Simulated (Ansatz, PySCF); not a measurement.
Energy difference R1 + R2 → 2 P1, each structure at its B3LYP-D3(BJ)/def2-TZVP stationary point, reached from a drawn start (curvature not checked).
R1, Li2 (SMILES [Li][Li]) (charge 0, multiplicity 1):
```xyz
2

Li     0.000     0.000    -1.360
Li     0.000     0.000     1.360
```
R2, Na2 (SMILES [Na][Na]) (charge 0, multiplicity 1, Z-matrix in Å and degrees):
```
Na
Na 1 3.0540
```
P1, LiNa (SMILES [Li][Na]) (charge 0, multiplicity 1, Z-matrix in Å and degrees):
```
Li
Na 1 2.8958
```

P less R. No zero-point or thermal terms.

Frozen-core correlation throughout. CBS: X⁻³ extrapolation of the correlation energy, Hartree–Fock from the larger set.

Codes used: Ansatz (a quantum-chemistry and plane-wave program); PySCF for the D3/D4 terms. Each number belongs to the level named beside it.

| level | reaction energy (eV) |
|---|---|
| HF/def2-SVP | 0.033 |
| HF/def2-TZVPP | 0.029 |
| PBE/def2-TZVPP | 0.026 |
| PBE0-D3(BJ)/def2-TZVPP | 0.026 |
| BHLYP/def2-TZVPP | 0.032 |
| wB97X-V/def2-TZVPP | 0.029 |
| CCSD/def2-TZVPP | [?] |
| CCSD(T)/def2-SVP | [?] |
| CCSD(T)/CBS(def2-TZVPP, def2-QZVPP) | [?] |

**Question.** Complete the blanks.

**Answer.** 
- CCSD/def2-TZVPP, reaction energy (eV): 0.019
- CCSD(T)/def2-SVP, reaction energy (eV): 0.004
- CCSD(T)/CBS(def2-TZVPP, def2-QZVPP), reaction energy (eV): 0.038
